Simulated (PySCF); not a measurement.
A side-by-side comparison of computed properties.

First species: C5H6N2O.
Numbering: `[CH2:1]=[CH:2][c:3]1[n:4][n:5][c:6]([CH3:7])[o:8]1` (hydrogens: H9, H10 on C1; H11 on C2; H12, H13, H14 on C7)

Cartesian coordinates in Å at the GFN2-xTB level; atoms count from 1:
```xyz
14
C5H6N2O angstrom
C     -2.7095   -0.6996    0.0626
C     -2.1265    0.4935    0.0697
C     -0.7000    0.6779    0.0324
N     -0.0678    1.8127    0.0379
N      1.2474    1.5379   -0.0058
C      1.3709    0.2505   -0.0362
C      2.6221   -0.5313   -0.0880
O      0.1684   -0.3669   -0.0145
H     -3.7798   -0.8013    0.0917
H     -2.1320   -1.6086    0.0282
H     -2.6858    1.4157    0.1041
H      2.6403   -1.1479   -0.9854
H      3.4624    0.1552   -0.0969
H      2.6892   -1.1883    0.7780
```

Second species: C5H2FNP2.
Geometry (GFN2-xTB, Å), atoms numbered from 1 in this order:
```
atom  x, y, z in Å
N1     3.3945   -0.0772    0.0108
C2     2.2492   -0.0516    0.0060
C3     0.8284   -0.0189    0.0002
C4     0.2386    1.1953    0.3328
P5    -1.4460    1.5819    0.4238
C6    -2.1506    0.0501   -0.0117
F7    -3.5106    0.0812   -0.0154
P8    -1.5144   -1.5136   -0.4392
C9     0.1853   -1.2046   -0.3361
H10    0.9106    2.0124    0.5678
H11    0.8203   -2.0524   -0.5649
```

Levels: CAM-B3LYP/def2-SVPD for dipole moment, HOMO energy, LUMO energy, HOMO–LUMO gap, static isotropic polarisability and electronic spatial extent ⟨r²⟩ about the centre of nuclear charge; TDDFT CAM-B3LYP/def2-SVPD for lowest singlet excitation; TDA CAM-B3LYP/def2-SVPD for lowest triplet excitation (Tamm–Dancoff); GFN2-xTB for rotational constant A and rotational constant C. Geometries: GFN2-xTB. Each structure is a single optimised conformer of the isolated species, non-relativistic unless stated. Electronic properties by PySCF.

The conformers computed, where there is a choice (atom-mapped SMILES and torsion angles):
- `[CH2:1]=[CH:2][c:3]1[n:4][n:5][c:6]([CH3:7])[o:8]1`: C1–C2–C3–N4 180°

(1) Which of the two has the higher S1 energy, and by how much?

(2) Which of the two has the higher rotational constant C, and by how much?

(3) Which has the higher HOMO energy?

(4) Which has the higher T1 energy?

(5) Which of the two has the higher HOMO–LUMO gap, and by how much?

(6) Which of the two has the higher dipole moment, and by how much?

(7) Which has the higher static isotropic polarisability?

(8) Which has the higher LUMO energy?

Answers

(1) The first: 5.26 eV against 4.06 eV, a difference of 1.20 eV.

(2) The first: 1.198 GHz against 0.624 GHz, a difference of 0.574 GHz.

(3) The first: -8.46 eV against -9.23 eV, a difference of 0.77 eV.

(4) The first: 3.32 eV against 2.80 eV, a difference of 0.52 eV.

(5) The first: 8.02 eV against 7.31 eV, a difference of 0.71 eV.

(6) The first: 3.66 D against 1.70 D, a difference of 1.96 D.

(7) The second: 111.1 au against 77.6 au, a difference of 33.5 au.

(8) The first: -0.44 eV against -1.92 eV, a difference of 1.48 eV.

On the first: S1 lies 2.76 eV below the HOMO–LUMO gap; its leading configuration is HOMO−1→LUMO, weight 0.93. The vertical singlet–triplet gap S1 − T1 is 1.94 eV (TDDFT singlet less Tamm–Dancoff triplet; S1: HOMO−1→LUMO, weight 0.93; T1: HOMO→LUMO, weight 0.90).

On the second: No computed singlet falls in the visible range (750 to 380 nm, 1.65 to 3.26 eV); S1 lies 0.80 eV above its blue end. The vertical singlet–triplet gap S1 − T1 is 1.26 eV (TDDFT singlet less Tamm–Dancoff triplet; S1: HOMO→LUMO, weight 0.60, beside HOMO−1→LUMO+1, weight 0.39; T1: HOMO−1→LUMO, weight 0.53, beside HOMO→LUMO+1, weight 0.41).
